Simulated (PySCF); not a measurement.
A structure optimised at PBE0-D3(BJ)/def2-SVP, used in a PySCF frequency run:

```xyz
11

Ta     0.0282     0.0136     0.0000
N      1.7243    -0.4988     0.0000
H      2.7217    -0.6692     0.0000
O     -0.2719     1.9113     0.0000
H      0.2124     2.7381     0.0000
N     -0.7698    -0.7697     1.6502
H     -0.3181    -1.4083     2.2964
H     -1.7380    -0.6327     1.9315
N     -0.7698    -0.7697    -1.6502
H     -0.3181    -1.4083    -2.2964
H     -1.7380    -0.6327    -1.9315
```
Charge 0, spin multiplicity 1.

**Question.** Write its SMILES, formula and point group.

**Answer.** [NH]=[Ta]([NH2])([NH2])[OH], H₆N₃OTa, Cs

**Question.** What are its rotational constants (standard atomic weights)?

**Answer.** 3.0683, 3.0152, 2.7175 GHz
